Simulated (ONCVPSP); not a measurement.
Transferability test, ONCV potential for Zr

Zr, optimised norm-conserving Vanderbilt (ONCV), made with ONCVPSP 4.0.1 (PBEsol, fully relativistic). Core [Ar] 3d10, reference 4s2 4p6 4d2 5s1 (charge +1). Waves: 4s+5s: rc 1.95 bohr, ncon 3, nbas 6, qcut 7.5 1/bohr, 3 projectors, debl 1 Ha; 4p: rc 1.65 bohr, ncon 4, nbas 8, qcut 6.7 1/bohr, 2 projectors, debl 0.4 Ha; 4d: rc 2.90 bohr, ncon 3, nbas 8, qcut 6.4 1/bohr, 1 projector. Local part: polynomial inside 1.20 bohr (lpopt 5, dvloc0 0 Ha). Core correction: none.

Open shells are filled in proportion to 2j + 1.

In the p channel the program set the typed energies aside and used -1.416, 0.250 Ha (j = l + 1/2; the other j can differ).

Energies are relative to the spin-unpolarised reference configuration 4s2 4p6 4d2 5s1; without spin polarisation the order of configurations can differ from experiment.

| valence configuration | charge | ΔE all-electron (eV) | error AE − PS (meV) |
| --- | --- | --- | --- |
| 4s2 4p6 4d2 5s0 | +2 | 12.910 | -1.2 |
| 4s2 4p6 4d1 5s0 | +3 | 35.492 | +19 |
| 4s2 4p6 4d2 5s1.5 | +0.5 | -4.276 | -0.1 |

(1) What are ΔE and the potential's error for 4s2 4p6 4d2 5s2?

Answers

(1) ΔE = -7.171 eV all-electron; the error (AE − PS) is -0.2 meV.
